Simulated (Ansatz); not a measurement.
**BH9N2Si2: where a starting geometry ends**

The starting geometry of this gas-phase singlet was optimised with GFN2-xTB; its bonds are those of `B[SiH2]N[SiH2]N`.

| atom | x (Å) | y (Å) | z (Å) |
| --- | --- | --- | --- |
| B | 0.5717 | -1.8038 | -1.7414 |
| N | 0.1442 | 0.4105 | 0.1105 |
| N | 0.1109 | -0.2373 | 2.7785 |
| Si | 0.4076 | 0.1394 | -1.5954 |
| Si | -0.5014 | -0.7163 | 1.2413 |
| H | 1.5879 | -2.3533 | -1.5539 |
| H | -0.3322 | -2.4743 | -2.0608 |
| H | -0.6986 | 0.7872 | -2.3413 |
| H | 1.5782 | 0.9855 | -1.9171 |
| H | 0.1398 | 1.3719 | 0.4127 |
| H | -0.0595 | -2.0175 | 0.6974 |
| H | -1.9585 | -0.6969 | 1.4014 |
| H | -0.2274 | -0.7130 | 3.5979 |
| H | 1.0994 | -0.0641 | 2.8665 |

Problem. Where would you expect an optimisation with r2SCAN-D4/def2-SVP to take it?

Solution. A new bond forms, giving a structure with H11 bridging Si5 and B1, given below by its coordinates. Distances that change by over a tenth: Si5–H11 (1.48 → 1.64 Å). Contacts that close: B1–H11 (2.53 → 1.34 Å).

The energy falls by 0.84 eV over 20 steps:

```tsv
step	E − E(last) (eV)
1	0.837
3	0.496
5	0.141
7	0.043
9	0.032
12	0.008
14	0.001
16	0.000
18	0.000
20	0.000
```

Final geometry (Å):

```xyz
14

B     0.3297   -1.7192   -1.0464
N    -0.0217    0.8127    0.0764
N     0.1956   -0.5171    2.5895
Si    0.4383    0.2342   -1.5463
Si   -0.3894   -0.5801    0.9851
H     1.3173   -2.4031   -1.2335
H    -0.7279   -2.2797   -1.2549
H    -0.5312    0.7102   -2.5874
H     1.7711    0.8055   -1.9336
H    -0.2087    1.7658    0.3780
H     0.4858   -1.7686    0.2818
H    -1.7612   -1.1395    1.0672
H    -0.1571   -1.1395    3.3097
H     1.1215   -0.1635    2.8107
```

No frequencies were run, so the end isn't proven a minimum. Run with Ansatz 0.2.0, 68 s on 2 threads of Intel(R) Xeon(R) Platinum 8259CL CPU @ 2.50GHz (Skylake/Cascade Lake), on a shared host.
